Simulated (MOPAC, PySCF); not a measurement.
F₃In, SMILES `[F][In]([F])[F]`, neutral singlet in the gas phase. 

Z-matrix (Å, degrees):
```
In
F 1 1.9317
F 1 1.9318 2 120.03
F 1 1.9318 2 120.03 3 -180.00
```
Charge 0, multiplicity 1.

All levels are single points at this geometry (B3LYP-D3(BJ)/def2-TZVP); Pople sets use spherical d functions. Orbital energies aren't observables, and empty levels follow the basis.

| level | HOMO (eV) | LUMO (eV) | gap (eV) | dipole (D) | vertical IE, Delta-SCF (eV) |
|---|---|---|---|---|---|
| B3LYP-D3(BJ)/def2-TZVP in PySCF | -10.88 | -3.94 | 6.94 | 0.00 | – |
| PBE-D3(BJ)/def2-TZVP in PySCF | -9.19 | -4.47 | 4.72 | 0.00 | – |
| B3LYP/6-311+G** (LANL2DZ on In) in PySCF | -11.17 | -3.90 | 7.26 | 0.01 | – |
| B3LYP/LANL2DZ in PySCF | -10.75 | -3.78 | 6.97 | 0.01 | – |
| BP86/6-31G* (LANL2DZ on In) in PySCF | -8.42 | -3.69 | 4.73 | 0.00 | – |
| M06-2X/6-31G* (LANL2DZ on In) in PySCF | -12.50 | -1.73 | 10.77 | 0.01 | – |
| PBE/6-31G* (LANL2DZ on In) in PySCF | -8.29 | -3.62 | 4.67 | 0.00 | – |
| SVWN5/6-31G* (LANL2DZ on In) in PySCF | -8.46 | -3.80 | 4.66 | 0.00 | – |
| HF/6-31G* (LANL2DZ on In) in PySCF | -15.86 | 0.50 | 16.37 | 0.01 | 14.85 |
| AM1 in MOPAC | -13.14 | -2.72 | 10.42 | 0.00 | – |
| PM3 in MOPAC | -15.82 | -3.44 | 12.39 | 0.00 | – |
| PM6 in MOPAC | -14.53 | -1.57 | 12.96 | 0.00 | – |
| PM7 in MOPAC | -14.13 | -2.11 | 12.02 | 0.00 | – |
